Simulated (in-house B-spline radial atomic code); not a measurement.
# PBE hybrid excitations of Pr VI (Pr5+)

Method: PBE hybrid with 0.1 exact exchange. Computed with an all-electron radial atomic-structure program (B-spline basis): linear response of the closed shell [Kr] 4d10 5s2 5p6 with the functional's adiabatic kernel; scalar-relativistic (spin-free one-electron X2C), finite nucleus, no spin-orbit coupling, no double excitations, S, P, D and F terms only; shells from n = 3 respond. Only terms of natural parity with L up to 3 were computed.

Spin-orbit coupling is strong here, so these LS terms don't match observed levels.

Command:
```bash
python run_td.py task.json out
```
Settings (radii: box in bohr, nucleus in fm):
```
Z                        59
electrons                54
configuration            [Kr] 4d10 5s2 5p6
hamiltonian              x2c
method                   pbeh
box_radius               16.35
exact_exchange_fraction  0.1
rms_radius               4.8919
intervals                70
```

Cost of the run: 5.1 s on 1 thread of Arm Neoverse N1 (shared host).

The lowest states, in the order of their Tamm-Dancoff energies; the method's threshold (minus the highest occupied level) is 77.59 eV. Labels give the largest channel, * marks a mixed state, and oscillator strengths are full-response dipole values. Semilocal kernels can invert the small singlet-triplet splittings of Rydberg terms. Energies in eV:

```tsv
state	full response	Tamm-Dancoff	oscillator strength
5p → 4f 3D	?	?	-
5p → 4f 1D	8.782	8.951	-
5p → 5d 3P	26.061	26.136	-
5p → 5d 3F	26.165	26.291	-
5p → 5d 1F*	28.209	28.220	-
5s → 4f 3F	28.207	28.224	-
5s → 4f 1F	29.245	29.276	-
5p → 5d 1P	34.20	35.39	5.27
5p → 6s 3P	37.12	37.13	-
5p → 6s 1P	37.67	37.69	1.3
5p → 6p 3S	43.20	43.22	-
5p → 6p 3D	43.71	43.72	-
5p → 6p 1D	44.01	44.02	-
5p → 6p 1S	?	?	-
5s → 5d 3D	47.91	47.95	-
5s → 5d 1D	50.06	50.11	-
```

(1) Where does 5p → 4f 3D lie?

(2) Where does 5p → 6p 1S lie?

(3) How large is the singlet-triplet splitting of 5p → 4f (D terms) in Tamm-Dancoff?

(4) What polarisabilities and dispersion coefficient does the method give?

Results:

(1) At 6.663 eV in full response, 6.749 eV in Tamm-Dancoff.

(2) At 45.84 eV in full response, 45.98 eV in Tamm-Dancoff.

(3) 2.2 eV, from the unrounded values.

(4) Dipole 4.574 bohr³, quadrupole 14.12 bohr⁵, C6 23.11 hartree·bohr⁶ for two such species.
